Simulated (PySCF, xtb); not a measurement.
Be(Et)(SeH) (C2H6BeSe), SMILES C[CH2][Be][SeH]. One conformer was computed; it need not be the lowest.

Harmonic wavenumbers (cm⁻¹) from xtb 6.7.1 with GFN2-xTB at its own minimum, in rising order: 12, 69, 96, 212, 249, 333, 370, 514, 889, 933, 1008, 1042, 1239, 1273, 1421, 1494, 1515, 1518, 2153, 2900, 2934, 2998, 3032, 3039.

### Question
What does PBE-D3(BJ)/def2-SVP (PySCF) give at its own minimum? (An estimate is asked for; the answer gives what the named calculation found.)

### Answer
49, 94, 137, 251, 309, 414, 495, 617, 892, 926, 947, 1038, 1195, 1208, 1344, 1360, 1424, 1434, 2345, 2926, 2956, 2966, 3031, 3045. Paired by order, the mean absolute difference is 57 cm⁻¹ and the zero-point energies are 44.7 and 44.9 kcal/mol.
